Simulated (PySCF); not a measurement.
# Electron correlation in P (phosphorus, neutral)

[Ne] 3s1 3p3 4s1, high-spin 6S determinant (an excited configuration). All numbers are calculated (PySCF 2.14, scalar relativity by spin-free X2C-1e, in aug-cc-pCVTZ-DK with one added diffuse shell each of s, p, d, f type (9s8p6d4f, 91 functions)). Frozen: [Ne]; 5 electrons correlated.

```
  level  correlation energy (mhartree)
   CCSD                         -40.22
    (T)                          -0.84
CCSD(T)                         -41.06
```

Diagnostics: T1 = 0.018, D1 = 0.0571, largest double amplitude 0.032.

The outer electron is Rydberg-like, and this basis confines it to a smaller radius and binds it less than a complete one would.

Cost of the coupled-cluster step: roughly 13 core-seconds, for 5 correlated electrons.

Iterations:

```
CC2 = 0
CCSD nocc = (np.int64(5), np.int64(0)), nmo = (86, 86)
frozen orbitals [[0, 1, 2, 3, 4], [0, 1, 2, 3, 4]]
max_cycle = 100
direct = 0
conv_tol = 1e-08
conv_tol_normt = 1e-06
diis_space = 8
diis_start_cycle = 0
Init t2, MP2 energy = -0.0299390477255054
Init E_corr(UCCSD) = -0.0299390477261115
cycle = 1  E_corr(UCCSD) = -0.0371682788940998  dE = -0.00722923117  norm(t1,t2) = 0.0406331
cycle = 2  E_corr(UCCSD) = -0.0391978571763122  dE = -0.00202957828  norm(t1,t2) = 0.0183737
cycle = 3  E_corr(UCCSD) = -0.0404233369659113  dE = -0.00122547979  norm(t1,t2) = 0.00976099
cycle = 4  E_corr(UCCSD) = -0.0402188878664415  dE = 0.000204449099  norm(t1,t2) = 0.00196869
cycle = 5  E_corr(UCCSD) = -0.0402226286872864  dE = -3.74082084e-06  norm(t1,t2) = 0.000147341
cycle = 6  E_corr(UCCSD) = -0.04022127810198  dE = 1.35058531e-06  norm(t1,t2) = 1.84885e-05
cycle = 7  E_corr(UCCSD) = -0.040221630588483  dE = -3.52486503e-07  norm(t1,t2) = 4.25103e-06
cycle = 8  E_corr(UCCSD) = -0.0402215743878472  dE = 5.62006357e-08  norm(t1,t2) = 6.49343e-07
cycle = 9  E_corr(UCCSD) = -0.040221573968343  dE = 4.19504258e-10  norm(t1,t2) = 5.10193e-08
UCCSD converged
E(UCCSD) = -341.186258414271  E_corr = -0.04022157396834297
UCCSD(T) correction = -0.00083583551273072
```
